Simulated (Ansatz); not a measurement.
The same molecule with X = B, Al, Ga, In. Ansatz, PBE0-D4/def2-TZVP geometries, multiplicity 1. Each molecule was computed in one conformer, which needn't be the lowest.

Elements past krypton have def2 core potentials. Scalar relativity is left out up to krypton.

```
 X             molecule  mean X–F bond length / Å  mean X–N bond length / Å  HOMO energy (PBE0/def2-TZVPP) / eV  HOMO energy (PBE/def2-TZVPP) / eV  LUMO energy (PBE/def2-TZVPP) / eV
Al  `[NH2][Al]([F])[F]`                     1.640                     1.745                               -8.04                              -6.58                              -1.53
Ga  `[NH2][Ga]([F])[F]`                     1.739                     1.790                               -8.33                              -6.86                              -2.12
In  `[NH2][In]([F])[F]`                     1.935                     1.998                               -8.41                              -6.98                              -3.17
```

Give the row for X = B, `NB(F)F`. (Estimate.)

The calculation gave: 
| X | molecule | mean X–F bond length / Å | mean X–N bond length / Å | HOMO energy (PBE0/def2-TZVPP) / eV | HOMO energy (PBE/def2-TZVPP) / eV | LUMO energy (PBE/def2-TZVPP) / eV |
| --- | --- | --- | --- | --- | --- | --- |
| B | `NB(F)F` | 1.330 | 1.392 | -8.65 | -7.11 | -0.14 |

From B to In the mean X–F bond length rises at each step, by 0.605 Å in all; the mean X–N bond length rises at each step, by 0.606 Å in all; the HOMO energy (PBE0/def2-TZVPP) isn't monotonic: highest at Al, lowest at B; the HOMO energy (PBE/def2-TZVPP) isn't monotonic: highest at Al, lowest at B; the LUMO energy (PBE/def2-TZVPP) falls at each step, by 3.03 eV in all. Bonds lengthen as the atom grows down the group.
